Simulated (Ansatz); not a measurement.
Geometry optimisation, RKS CAM-B3LYP-D4/def2-SVP in Ansatz.

The input (input.yaml):

```yaml
crystal:
  periodic: [false, false, false]
  atoms:
    - { symbol: F, position_ang: [-0.90135, 2.4566, -2.77976] }
    - { symbol: Al, position_ang: [-0.36467, 1.79628, -1.38907] }
    - { symbol: Al, position_ang: [-0.29818, -0.59197, -0.46336] }
    - { symbol: S, position_ang: [0.7028, -0.78176, 1.79823] }
    - { symbol: H, position_ang: [0.27605, 2.6513, -0.26122] }
    - { symbol: H, position_ang: [-0.56726, -2.12122, -0.55445] }
    - { symbol: H, position_ang: [-0.01024, 0.26675, 2.24956] }
    - { symbol: H, position_ang: [1.73954, 0.00204, 1.45348] }
total_charge: 1
basis:
  gaussian: { orbitals: def2-SVP }
hamiltonian:
  xc: cam_b3lyp
  dispersion: d4
relax:
  f_tol: 0.015
  max_steps: 40
```

Launched with:

```bash
$ ansatz run input.yaml --threads 2 --pin off --max-ram 3072MiB --backend cpu --events-out ev --progress --plain --runs-dir out
```

Problem. Where does it end, and by what steps?

Solution. The forces met the threshold. The force dipped under the threshold on the way, but the program's further checks kept it going. After 37 steps the energy has fallen by 0.387 eV; H8 moved furthest, 1.67 Å.

```csv
step,energy less start (eV),largest force component (eV/Å),accepted
0,0.0000,0.710,yes
2,-0.2370,0.168,yes
4,-0.2602,0.295,yes
6,-0.2687,0.022,yes
8,-0.2694,0.071,no
10,-0.2706,0.003,yes
12,-0.2706,0.002,yes
14,-0.2632,0.485,no
16,-0.2708,0.011,yes
18,-0.2713,0.026,yes
20,-0.2730,0.078,yes
22,-0.2697,0.721,no
24,-0.2780,0.037,yes
26,-0.2881,0.541,yes
28,-0.3408,0.137,yes
30,-0.3498,0.642,yes
32,-0.3559,0.351,no
34,-0.3867,0.034,yes
36,-0.3869,0.032,yes
37,-0.3870,0.006,yes
```

```xyz
8
Properties=species:S:1:pos:R:3
F -1.074 1.965 -2.909
Al -0.524 2.064 -1.359
Al -0.101 -0.354 -0.498
S 0.272 -0.517 1.949
H -0.291 3.376 -0.547
H -0.028 -1.887 -0.825
H 1.103 0.513 2.229
H 1.219 -1.482 2.013
```

Run time: 54 s on 2 threads of Intel(R) Xeon(R) 6975P-C (Granite Rapids), on a shared host, peak memory 0.22 GiB.
